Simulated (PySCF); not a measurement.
## Electron correlation in Ni (nickel, neutral)

[Ar] 3d7 4s2 4p1, one real determinant (an excited configuration). Computed with PySCF 2.14 in x2c-TZVPPall with one added diffuse shell each of s, p, d, f type (7s6p5d3f1g, 80 functions), with scalar relativity by spin-free X2C-1e. Frozen: [Ar]; 10 electrons correlated.

MP2 pair energies summed by pair of shells (mhartree):

```tsv
pair	energy	share (%)
3d-3d	-173.67	66.7
3d-4s	-46.37	17.8
4s-4s	-17.76	6.8
4s-4p	-14.91	5.7
3d-4p	-7.76	3.0
```

Total MP2 correlation energy: -260.48 mhartree.

Same-spin part -100.03 and opposite-spin part -160.45 mhartree; SCS-MP2 scales them by 1/3 and 6/5 to -225.88 mhartree.

The reference is one real determinant that mixes LS terms of this configuration.
